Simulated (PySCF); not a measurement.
A calculated (PBEsol, PySCF 2.14, aug-cc-pVDZ-DK, scalar relativity by spin-free X2C-1e) atom or ion has these occupied shells.

```tsv
shell	electrons	orbital energy (eV)	rms radius, mean of both spins (bohr)
1s	2	-105.18	0.490
2s	2	-5.564	2.88
```

Question: Name the element and its charge.

Answer: Be (beryllium, neutral), in [He] 2s2, closed-shell 1S.
